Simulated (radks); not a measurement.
Values are calculated unless marked as measured or tabulated.
Question: Ionisation of the palladium ion Pd41+, [He] 2s2 2p1, to Pd42+, [He] 2s2, under several functionals. Scalar-relativistic Kohn-Sham, spin-unpolarised, spherical densities, finite nucleus; a radial shooting solver on a logarithmic mesh with Libxc functionals. Known Delta-SCF values: Wu-Cohen GGA 6346.7 eV. What does PBEsol give, and what is its highest occupied eigenvalue?

Answer: 6343.7 eV by Delta-SCF; the 2p eigenvalue is -6243.1 eV. NIST: 6469 eV (semi-empirical).

Beside tabulated values, note that spin-unpolarised runs miss the spin-polarisation part of the exchange energy of open shells.
